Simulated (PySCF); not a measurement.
The numbers below are computed, except where a source is named.
# CH10NOSi3

CH10NOSi3 is a small molecule (built as: Si site whose three back bonds go to OSiH3, CH2SiH3, H; end group NH), neutral, doublet. The structure, one conformer, was relaxed in the gas phase by PBE0-D3(BJ)/def2-SVP. No frequency run checks that it is a minimum.

SMILES: [NH][SiH](C[SiH3])O[SiH3]

```tsv
atom	x (Å)	y (Å)	z (Å)
Si1	-0.743	0.997	-0.296
O2	0.480	0.980	0.820
Si3	0.774	0.432	2.363
C4	-0.673	-0.574	-1.312
Si5	1.089	-1.209	-1.548
N6	-2.259	1.013	0.590
H7	-0.550	2.205	-1.150
H8	0.247	1.397	3.370
H9	0.138	-0.903	2.578
H10	2.250	0.305	2.524
H11	-1.141	-0.402	-2.296
H12	-1.254	-1.362	-0.804
H13	1.103	-2.323	-2.545
H14	1.631	-1.724	-0.256
H15	1.979	-0.117	-2.046
H16	-3.080	1.272	0.031
```

EPR values by unrestricted B3LYP, IGLO-III on C N O Si, pcH-1 on H.

Q: Predict g and the largest hyperfine couplings. Where does the spin sit?

A: g = 2.0022, 2.0039, 2.0095. The spin sits on N6 (98 %, bonded to 1 Si + 1 H) by Mulliken populations.
| atom | isotope | isotropic (MHz) | dipolar, principal values (MHz) |
| --- | --- | --- | --- |
| N6 | 14N | 26.3 | -40.8, -40.1, 80.9 |
| H16 | 1H | -56.2 | -50.3, -8.2, 58.4 |
| H7 | 1H | 43.9 | -3.5, -2.6, 6.0 |
| Si1 | 29Si | 44.6 | -1.3, -0.9, 2.2 |
| C4 | 13C | 27.0 | -5.4, -5.0, 10.4 |
| Si5 | 29Si | -7.0 | -3.5, 1.6, 1.9 |

Q: How do the isotropic couplings move with BHandHLYP?

A: N6 26.3 to 35.3 MHz, H16 -56.2 to -65.4 MHz, H7 43.9 to 33.4 MHz, Si1 44.6 to 50.2 MHz.
